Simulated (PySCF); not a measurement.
PySCF 2.14 output of an unrestricted BP86 calculation on a single atom or ion in jorge-DZP-DKH (8s6p2d1f, 43 functions), with scalar relativity by spin-free X2C-1e:

```
SCF conv_tol = 1e-09
number electrons alpha = 10  beta = 9
    A. D. Becke.,  Phys. Rev. A 38, 3098 (1988)
    J. P. Perdew.,  Phys. Rev. B 33, 8822 (1986)
cycle= 1 E= -763.54244644784  delta_E= -0.00975  |g|= 0.0182  |ddm|= 0.069
cycle= 2 E= -763.542496091638  delta_E= -4.96e-05  |g|= 0.0111  |ddm|= 0.0191
cycle= 3 E= -763.542516909603  delta_E= -2.08e-05  |g|= 0.00048  |ddm|= 0.00663
cycle= 4 E= -763.54251692382  delta_E= -1.42e-08  |g|= 6.05e-05  |ddm|= 0.000155
cycle= 5 E= -763.542516924741  delta_E= -9.21e-10  |g|= 2.42e-06  |ddm|= 4.84e-05
converged SCF energy = -763.542516924741  <S^2> = 0.75025175  2S+1 = 2.0002517
```

The run itself started from symmetry-adapted Hartree-Fock orbitals and held the occupation by maximum overlap, on a logarithmic radial grid, so the iterations belong to that start.

**Question.** Which element, charge and spin multiplicity is this?

**Answer.** Sc(2+) (scandium, charge +2), multiplicity 2; the state was [Ar] 3d1, 2D determinant.
